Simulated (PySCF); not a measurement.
**Gd(III) with different ligands**

Computed with PySCF 2.14.0, PBE0, def2-SVP on the ligands, density fitting, scalar-relativistic core potentials, no spin-orbit coupling, vacuum. The metal has lcecp-1-SVP with ECP53. Each complex is relaxed within the symmetry of a template of the same shape. Distances are means of the shortest metal–ligand contacts, charges and spins Mulliken's; removal energies are rigid, with the ligand's formal charge and no counterpoise, so too large; for an anion taken off a cation in vacuum most of it is the attraction of opposite charges, and multiply charged cations can part far more cheaply with an electron moved from ligand to metal. lcecp potentials hold a fixed number of 4f electrons in the core, out of states, spins and gaps.

Q: Order these by the energy to remove one first-named ligand, lowest first.
A. Gd(BH4)3(H2O)
B. Gd(OH)3(NH3)
C. GdH3(NH3)
D. Gd(BH4)3(NH3)

A: D (7.64), A (7.72), C (8.89), B (10.38).

Q: What else do they give?

A: 
```csv
complex,point group,M–first ligand (Å),charge on M (e),dipole (D),removal of one first-named ligand (eV),"strongest infrared band, degenerate modes summed (cm⁻¹)",unstable modes (below −25 cm⁻¹)
Gd(BH4)3(NH3),C1,2.289,0.59,5.61,7.64,–,not given
Gd(OH)3(NH3),"Cs, nearly C3v",2.090,0.93,4.20,10.38,–,not given
Gd(BH4)3(H2O),C1,2.285,0.61,5.85,7.72,–,not given
GdH3(NH3),C3v,2.056,0.63,5.68,8.89,1368,0
```

Moved off a saddle point of the template and relaxed again: Gd(BH4)3(NH3), Gd(BH4)3(H2O). One start shape was tried for each, so a minimum needn't be the lowest isomer.
